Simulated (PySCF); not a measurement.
## Dipole moment and polarisability of `ClB1OCCO1`

Compound: C2H4BClO2.
Atom-mapped SMILES: `[Cl:1][B:2]1[O:3][CH2:4][CH2:5][O:6]1` (hydrogens: H7, H8 on C4; H9, H10 on C5)

Geometry (PBE0-D3(BJ)/def2-SVP, Å), atoms numbered from 1 in this order:
```xyz
10
C2H4BClO2 angstrom
Cl    -4.505    4.935    4.360
B     -3.338    3.803    3.721
O     -3.647    2.511    3.444
C     -2.476    1.890    2.937
C     -1.395    2.995    2.951
O     -2.051    4.147    3.458
H     -2.677    1.508    1.924
H     -2.213    1.033    3.578
H     -1.001    3.214    1.946
H     -0.543    2.746    3.604
```

Level: CAM-B3LYP/def2-SVPD (PySCF), static field, nuclei fixed, core orbitals frozen in the response. The polarisability tensor in these axes (au):

```
x   58.51 -7.41 -6.06
y   -7.41 58.01  5.95
z   -6.06  5.95 47.56
```

Question: Give the principal values, the mean and the anisotropy Δα = √{½[(α1 − α2)² + (α2 − α3)² + (α1 − α3)²]}.

Answer: Principal values 44.20, 50.85 and 69.03 au; mean 54.69 au = 8.10 Å³ = 9.02 × 10⁻⁴⁰ C²·m²/J; Δα = 22.26 au (41 % of the mean).

Question: What is the dipole moment, and where does it point?

Answer: (2.38, -2.31, -1.31) D, 3.57 D in size, pointing from the negative to the positive side. Measured along this direction, the outermost atoms are Cl1 at the negative end and H8, H9, H10 and H7 at the positive end.

Question: How large is μ²/3kT at 350 K beside α?

Answer: In Gaussian units μ²/3kT = 87.80 Å³ against 8.10 Å³, a ratio of 10.83; the Debye molar polarisation (4π/3)N_A(α + μ²/3kT) is 241.9 cm³/mol, leaving out the vibrational part.

Question: Molar refractivity from α?

Answer: Lorentz–Lorenz: R = (4π/3)N_A α = 2.5225 cm³/(mol·Å³) × 8.10 Å³ = 20.4 cm³/mol, in the limit of long wavelengths.

Question: Find the Langevin capture rate constant for NH4+ (18.034 u) meeting this molecule (105.999 u), k = 2.342 × 10⁻⁹ cm³/s × √(α in Å³ / reduced mass in u).

Answer: The reduced mass is 15.41 u, so k = 1.70 × 10⁻⁹ cm³/s. The formula leaves out the permanent dipole, which adds to the capture rate.

Question: Rayleigh depolarisation ratio (linearly polarised light, static tensor)?

Answer: ρ = 3Δα²/(45ᾱ² + 4Δα²) = 1487.2/(134608 + 1982.9) = 0.0109.

Geometry: PBE0-D3(BJ)/def2-SVP; no solvent, vibrations or thermal averaging.

These values come from a run that also computed excited states and ΔSCF ions. Hardware: one thread of an Arm Neoverse N1, no GPU (shared host). Cost: 3.0 min.
